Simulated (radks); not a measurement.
The numbers below are computed, except where a source is named.
Mean orbital radii <r> (bohr) of the lead ion Pb+, [Hg] 6p1, at several levels of relativity; Dirac values are averaged over j with weights 2j + 1. Spin-unpolarised spherical Kohn-Sham, PBE, point nucleus unless stated (finite: rms radius 5.5012 fm), a radial shooting solver on a logarithmic mesh with Libxc functionals. A level marked "c x" has the speed of light scaled by that factor and shares open shells by 2j + 1; other Dirac levels either fill j = l - 1/2 first or share by 2j + 1.

shell  non-rel.  Dirac, 2j+1 shares  Dirac, low j first  Dirac, c x 0.85  change of magnitude, last against first (%)
3s       0.1952              0.1739              0.1739           0.1645                                       -15.77
3p       0.1858              0.1753              0.1753           0.1709                                        -8.00
3d       0.1619              0.1599              0.1599           0.1593                                        -1.60
4s       0.4267              0.3840              0.3840           0.3652                                       -14.41
4p       0.4294              0.4083              0.4083           0.3996                                        -6.94
4d       0.4337              0.4312              0.4312           0.4307                                        -0.67
4f       0.4441              0.4544              0.4544           0.4594                                        +3.45
5s       0.9493              0.8543              0.8543           0.8121                                       -14.46
5p        1.019              0.9743              0.9743           0.9558                                        -6.20
5d        1.275               1.302               1.304            1.317                                        +3.26
6s        2.524               2.247               2.255            2.119                                       -16.05
6p        3.087               3.002               3.021            2.965                                        -3.94
